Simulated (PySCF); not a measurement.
PySCF input for CH₃N₂S, SMILES C([NH])(=S)N (connectivity only; charge and spin as stated), charge -1, multiplicity 1, IEF-PCM-PBE0/def2-SVPD. Coordinates come from a B3LYP-D3(BJ)/def2-SVPD optimisation. The multiplicity is an assumed one; other spin states were not compared. The isomer is the one that the SMILES or the coordinates give; other isomers of the formula were not compared. The values are those of a single conformer.

```python
import numpy as np
from pyscf import gto, scf, dft
from pyscf.solvent import pcm

mol = gto.M(
    atom='''
    N     0.91829958   -1.03517391    0.89742668
    C     0.02337630   -0.32584367    0.28280135
    N    -1.31854347   -0.67889949    0.51576758
    S     0.26220265    1.04070544   -0.80457057
    H     1.83806354   -0.66082981    0.67588104
    H    -1.42522028   -1.63667574    0.83367240
    H    -1.94663626   -0.40020558   -0.22559223
    ''',
    basis='def2-SVPD',
    charge=-1,
    spin=0,
    max_memory=1600,
    verbose=3,
)
mf = dft.RKS(mol, xc='pbe0').density_fit(auxbasis='def2-universal-jkfit')
mf.grids.level = 3
mf.conv_tol = 1e-9
mf.max_cycle = 100
mf.kernel()
res = {}
for name, eps in {'water': 78.355, 'tetrahydrofuran': 7.4257, 'ethylethanoate': 5.9867}.items():
    s = mf.PCM()
    s.with_solvent.method, s.with_solvent.eps, s.with_solvent.lebedev_order = 'IEF-PCM', eps, 29
    s.kernel(mf.make_rdm1())
    res[name] = (s.e_tot, eps, s.dip_moment(), s.mo_energy, s.converged)
    print(f'{name}: electrostatic solvation free energy {(s.e_tot - mf.e_tot) * 627.509474:.3f} kcal/mol')
```

Program output:

```
converged SCF energy = -547.135131944225

WARN: PCM is an experimental feature. It is still in testing.
Features and APIs may be changed in the future.

converged SCF energy = -547.237741311816

WARN: System has nonzero charge -1; the dipole moment is origin-dependent.
Location of origin: [0. 0. 0.]

Dipole moment(X, Y, Z, Debye): -2.87091, -2.89368,  0.41670
water: electrostatic solvation free energy -64.388 kcal/mol

WARN: PCM is an experimental feature. It is still in testing.
Features and APIs may be changed in the future.

converged SCF energy = -547.223855940684

WARN: System has nonzero charge -1; the dipole moment is origin-dependent.
Location of origin: [0. 0. 0.]

Dipole moment(X, Y, Z, Debye): -2.72714, -2.74456,  0.44175
tetrahydrofuran: electrostatic solvation free energy -55.675 kcal/mol

WARN: PCM is an experimental feature. It is still in testing.
Features and APIs may be changed in the future.

converged SCF energy = -547.220251881467

WARN: System has nonzero charge -1; the dipole moment is origin-dependent.
Location of origin: [0. 0. 0.]

Dipole moment(X, Y, Z, Debye): -2.69267, -2.70995,  0.44508
ethylethanoate: electrostatic solvation free energy -53.414 kcal/mol
```

Self-consistency was reached.
